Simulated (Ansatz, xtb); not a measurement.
Spectroscopic constants of InNi, multiplicity 2 (lowest of 2S+1 = 2, 4 at PBE0/def2-TZVPP; our sources give no spin for the ground state, which may be another). No spin–orbit coupling. Ni is treated without relativity.

Seven points along R, fitted to fifth degree in 1/R; most abundant isotopes. In def2 and cc sets the state is the lowest found near the PBE0 minimum, followed along R.

Run with Ansatz (a program for electronic structure); xtb for the GFN methods.  In def2 rows elements past Kr take small-core potentials, without spin–orbit coupling. The GFN methods have no spin term and hold the electronic entropy of 300 K.

| level | r_e (Å) | ω_e (cm⁻¹) | B_e (cm⁻¹) | ω_e x_e (cm⁻¹) | dipole (D) |
|---|---|---|---|---|---|
| GFN1-xTB | 2.569 | 137 | 0.0663 | -0.34 | - |
| GFN2-xTB | 2.516 | 158 | 0.0691 | 2.6 | - |
| PBE/def2-TZVPP | 2.533 | 180 | 0.0682 | 0.20 | 0.98 |
| r2SCAN/def2-TZVPP | 2.529 | 202 | 0.0684 | 0.62 | 0.79 |
| B97M-V/def2-TZVPP | 2.584 | 185 | 0.0656 | 0.58 | 1.41 |
| B3LYP/def2-TZVPP | 2.587 | 185 | 0.0654 | 0.57 | 1.15 |
| PBE0/def2-TZVPP | 2.572 | 189 | 0.0662 | 0.57 | 0.71 |
| BHLYP/def2-TZVPP | 2.620 | 175 | 0.0638 | 0.52 | 0.51 |
| CAM-B3LYP/def2-TZVPP | 2.565 | 192 | 0.0665 | 0.56 | 0.68 |
| wB97X-V/def2-TZVPP | 2.570 | 193 | 0.0663 | 0.53 | 0.10 |
| wB97M-V/def2-TZVPP | 2.570 | 193 | 0.0663 | 0.54 | 0.18 |
| B2PLYP/def2-TZVPP | 2.545 | 199 | 0.0676 | 0.65 | - |

Correlated levels freeze the inner cores; with def2 sets outer-core shells near the valence are correlated too.
